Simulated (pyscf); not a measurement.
`[BH2][AsH2]` → `[BH2][AsH2]` (concerted two-bond exchange; singlet surface; As–H, B–H broken, As–H, B–H formed). Single points on ωB97X-D3(BJ)/def2-SVP structures (PySCF, gas phase). Correlated levels are frozen-core, on RHF or UHF. ΔMP2 is the change of the MP2 total energy from the triple- to the quadruple-zeta basis. Energies in kJ/mol from the reactant's lowest minimum found.

```tsv
level	barrier	reaction energy
ωB97X-D3(BJ)/def2-TZVP	142.3	0.0
M06-2X/def2-TZVP	131.2	0.0
ωB97M-D3(BJ)/def2-TZVP	___	0.0
HF/def2-TZVP	183.4	0.0
MP2/def2-QZVPP	155.7	0.0
CCSD(T)/def2-TZVPP	145.4	0.0
CCSD(T)/def2-TZVPP + ΔMP2(QZVPP)	___	0.0
```

Some entries are withheld; supply them.


- ωB97M-D3(BJ)/def2-TZVP, barrier: 132.2
- CCSD(T)/def2-TZVPP + ΔMP2(QZVPP), barrier: 146.1

One saddle was located; it need not be the lowest between these sides. The CCSD(T) − MP2 part came from Ansatz, without density fitting, on the same reference. The frozen core leaves the outer d or s,p core shells of the metals and heavy elements correlated in the MP2 and CC values, and def2-TZVPP describes them poorly, which can shift differences by a few kcal/mol. Elements up to Kr have no core potential and no relativistic terms here.
